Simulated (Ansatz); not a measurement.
Relaxation of the cluster Mn₂S⁺ with UKS PBE-D4/def2-TZVP.

```sh
$ ansatz run in.yaml --threads 4 --pin off --events-out ev --progress --plain --max-ram 3916MiB
```

```yaml
crystal:
  periodic: [false, false, false]
  atoms:
    - {symbol: Mn, position_ang: [-0.331920, -1.971290, 0.252440]}
    - {symbol: Mn, position_ang: [0.339210, 1.968500, -0.264080]}
    - {symbol: S, position_ang: [-0.007290, 0.002790, 0.011630]}
basis:
  gaussian: {orbitals: def2-TZVP}
total_charge: 1
magnetization: {spin_polarized: true, initial_magnetization: 1}
hamiltonian: {xc: pbe, dispersion: d4}
scf: {lower_state_search: "off"}
output: {orbitals: {seedname: orbitals}}
relax: {f_tol: 0.02, max_steps: 100}
```

Run time 28 s (4 threads of Arm Neoverse V2 on a shared host).

Positions (Å) and forces (eV/Å) at steps 1, 2, 3, 4, 5, 7, 8, 9, 10, 11, 12, 13, 14, 15, 16, 17, 18, 19, 20 of 20:

```xyz
3
step=1 energy=-73453.2493 eV
Mn   -0.332   -1.971    0.252   -0.188   -1.145    0.139
Mn    0.339    1.968   -0.264    0.439    2.489   -0.350
S    -0.007    0.003    0.012   -0.251   -1.344    0.211
3
step=2 energy=-73453.4914 eV
Mn   -0.346   -2.054    0.263   -0.028   -0.190    0.019
Mn    0.358    2.074   -0.279    0.117    0.650   -0.095
S    -0.012   -0.020    0.016   -0.089   -0.460    0.077
3
step=3 energy=-73453.5133 eV
Mn   -0.349   -2.077    0.265    0.002   -0.010   -0.005
Mn    0.364    2.108   -0.284    0.043    0.220   -0.037
S    -0.016   -0.031    0.020   -0.045   -0.210    0.042
3
step=4 energy=-73453.5120 eV rejected
Mn   -0.343   -2.074    0.256   -0.052   -0.391    0.029
Mn    0.372    2.123   -0.295   -0.001   -0.049   -0.004
S    -0.030   -0.049    0.039    0.053    0.441   -0.024
3
step=5 energy=-73453.5166 eV
Mn   -0.348   -2.084    0.263    0.003   -0.019   -0.007
Mn    0.368    2.122   -0.289    0.015    0.056   -0.016
S    -0.020   -0.038    0.026   -0.018   -0.036    0.023
3
step=7 energy=-73453.5313 eV
Mn   -0.304   -2.109    0.191    0.057    0.128   -0.071
Mn    0.415    2.129   -0.360   -0.026   -0.286    0.003
S    -0.111   -0.020    0.169   -0.030    0.158    0.068
3
step=8 energy=-73453.5811 eV
Mn   -0.250   -2.089    0.111    0.075    0.227   -0.086
Mn    0.453    2.076   -0.426   -0.027   -0.309    0.001
S    -0.202    0.013    0.315   -0.049    0.082    0.086
3
step=9 energy=-73453.6368 eV
Mn   -0.188   -2.044    0.020    0.039    0.583    0.016
Mn    0.490    1.991   -0.494   -0.067   -0.353    0.058
S    -0.302    0.054    0.473    0.028   -0.229   -0.074
3
step=10 energy=-73453.6870 eV
Mn   -0.114   -1.935   -0.080   -0.060    0.740    0.190
Mn    0.517    1.837   -0.557   -0.098   -0.286    0.113
S    -0.403    0.097    0.636    0.158   -0.455   -0.304
3
step=11 energy=-73453.7362 eV
Mn   -0.077   -1.829   -0.123   -0.008    0.278    0.049
Mn    0.518    1.721   -0.573   -0.005   -0.099   -0.005
S    -0.441    0.108    0.696    0.013   -0.179   -0.043
3
step=12 energy=-73453.7953 eV
Mn   -0.009   -1.666   -0.206    0.005    0.348    0.039
Mn    0.529    1.534   -0.614   -0.045   -0.238    0.038
S    -0.520    0.132    0.820    0.040   -0.111   -0.077
3
step=13 energy=-73453.9107 eV
Mn    0.055   -1.499   -0.283   -0.047    0.632    0.156
Mn    0.534    1.350   -0.647   -0.155   -0.460    0.179
S    -0.589    0.149    0.930    0.202   -0.172   -0.335
3
step=14 energy=-73453.9414 eV
Mn    0.058   -1.468   -0.284    0.034    0.389   -0.001
Mn    0.529    1.315   -0.644   -0.041   -0.316    0.021
S    -0.587    0.153    0.928    0.007   -0.073   -0.020
3
step=15 energy=-73453.9555 eV
Mn    0.108   -1.298   -0.339   -0.186   -0.225    0.258
Mn    0.527    1.121   -0.666    0.083    0.448   -0.069
S    -0.635    0.177    1.005    0.104   -0.222   -0.189
3
step=16 energy=-73453.8921 eV rejected
Mn    0.074   -1.315   -0.289    0.239   -0.461   -0.430
Mn    0.576    1.221   -0.729   -0.430   -0.397    0.612
S    -0.651    0.094    1.018    0.191    0.859   -0.182
3
step=17 energy=-73453.9868 eV
Mn    0.090   -1.345   -0.317   -0.033   -0.032    0.047
Mn    0.530    1.181   -0.664    0.015    0.077   -0.013
S    -0.621    0.164    0.981    0.018   -0.045   -0.034
3
step=18 energy=-73453.9799 eV rejected
Mn    0.085   -1.336   -0.308    0.065   -0.201   -0.127
Mn    0.542    1.194   -0.680   -0.131   -0.078    0.192
S    -0.627    0.142    0.988    0.066    0.279   -0.065
3
step=19 energy=-73453.9879 eV
Mn    0.087   -1.354   -0.313   -0.007   -0.014    0.008
Mn    0.531    1.193   -0.663    0.002    0.019    0.000
S    -0.618    0.161    0.976    0.005   -0.005   -0.008
3
step=20 energy=-73453.9880 eV
Mn    0.086   -1.358   -0.312    0.000    0.000    0.001
Mn    0.531    1.197   -0.663    0.000    0.000    0.000
S    -0.617    0.161    0.975    0.001    0.000   -0.001
```

The charge 1 doublet is spin-contaminated (final ⟨S²⟩ up to 4.79, 0.75 for a pure state). The structure comes from a short search, and lower isomers may exist.
